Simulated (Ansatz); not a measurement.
Stretching the Se1–H2 bond in hydrogen selenide (SMILES [SeH2]) (multiplicity 1 held, fragments rigid). Energies count from the point at 1.470 Å.
Geometry at that point (charge 0, multiplicity 1):
```tsv
atom	x (Å)	y (Å)	z (Å)
Se	0.0001	0.0571	0.0025
H	-1.0525	-0.9689	-0.0382
H	1.0502	-0.9711	-0.0464
```

Restricted levels (R-, RO-) in cc, def2 and unpolarised 6-31G sets keep to the state of the molecule at rest. Unrestricted levels (U-) break spin symmetry where that is lower. Active spaces are followed from a long bond inwards. Levels need not reach the same state.

Frozen-core correlation. Filled d and f shells under p-block atoms count as core.

The values were computed with Ansatz (a quantum-chemistry and plane-wave program). Each number belongs to the level named beside it.

Energies in kcal/mol.

```json
[
 {"R (Å)": "1.176", "U-HF/cc-pVDZ": "36.2", "U-MP2/cc-pVDZ": "37.1", "R-CCSD/cc-pVDZ": "37.7", "FIC-MRCISD+Q on CASSCF(4,3)/cc-pVDZ": "37.9"},
 {"R (Å)": "1.323", "U-HF/cc-pVDZ": "6.4", "U-MP2/cc-pVDZ": "6.9", "R-CCSD/cc-pVDZ": "7.3", "FIC-MRCISD+Q on CASSCF(4,3)/cc-pVDZ": "7.4"},
 {"R (Å)": "1.470", "U-HF/cc-pVDZ": "0.0", "U-MP2/cc-pVDZ": "0.0", "R-CCSD/cc-pVDZ": "0.0", "FIC-MRCISD+Q on CASSCF(4,3)/cc-pVDZ": "0.0"},
 {"R (Å)": "1.617", "U-HF/cc-pVDZ": "5.6", "U-MP2/cc-pVDZ": "5.0", "R-CCSD/cc-pVDZ": "4.4", "FIC-MRCISD+Q on CASSCF(4,3)/cc-pVDZ": "4.2"},
 {"R (Å)": "1.765", "U-HF/cc-pVDZ": "17.0", "U-MP2/cc-pVDZ": "15.6", "R-CCSD/cc-pVDZ": "14.1", "FIC-MRCISD+Q on CASSCF(4,3)/cc-pVDZ": "13.7"},
 {"R (Å)": "1.985", "U-HF/cc-pVDZ": "37.0", "U-MP2/cc-pVDZ": "40.6", "R-CCSD/cc-pVDZ": "31.7", "FIC-MRCISD+Q on CASSCF(4,3)/cc-pVDZ": "30.8"},
 {"R (Å)": "2.206", "U-HF/cc-pVDZ": "48.3", "U-MP2/cc-pVDZ": "60.3", "R-CCSD/cc-pVDZ": "48.2", "FIC-MRCISD+Q on CASSCF(4,3)/cc-pVDZ": "46.4"},
 {"R (Å)": "2.573", "U-HF/cc-pVDZ": "55.6", "U-MP2/cc-pVDZ": "72.3", "R-CCSD/cc-pVDZ": "68.2", "FIC-MRCISD+Q on CASSCF(4,3)/cc-pVDZ": "64.5"},
 {"R (Å)": "2.941", "U-HF/cc-pVDZ": "57.7", "U-MP2/cc-pVDZ": "75.8", "R-CCSD/cc-pVDZ": "79.3", "FIC-MRCISD+Q on CASSCF(4,3)/cc-pVDZ": "73.6"},
 {"R (Å)": "3.382", "U-HF/cc-pVDZ": "58.5", "U-MP2/cc-pVDZ": "77.0", "R-CCSD/cc-pVDZ": "85.3", "FIC-MRCISD+Q on CASSCF(4,3)/cc-pVDZ": "77.8"},
 {"R (Å)": "3.970", "U-HF/cc-pVDZ": "58.8", "U-MP2/cc-pVDZ": "77.4", "R-CCSD/cc-pVDZ": "88.1", "FIC-MRCISD+Q on CASSCF(4,3)/cc-pVDZ": "79.3"},
 {"R (Å)": "4.705", "U-HF/cc-pVDZ": "58.8", "U-MP2/cc-pVDZ": "77.5", "R-CCSD/cc-pVDZ": "89.0", "FIC-MRCISD+Q on CASSCF(4,3)/cc-pVDZ": "79.6"}
]
```

Doubts at one or more of the structures used: a spin-contaminated determinant (U-HF/cc-pVDZ, U-MP2/cc-pVDZ); a restricted determinant that unrestricted orbitals would lower (R-CCSD/cc-pVDZ); other coupled-cluster roots lie near (R-CCSD/cc-pVDZ); active orbitals that take no part (FIC-MRCISD+Q on CASSCF(4,3)/cc-pVDZ).
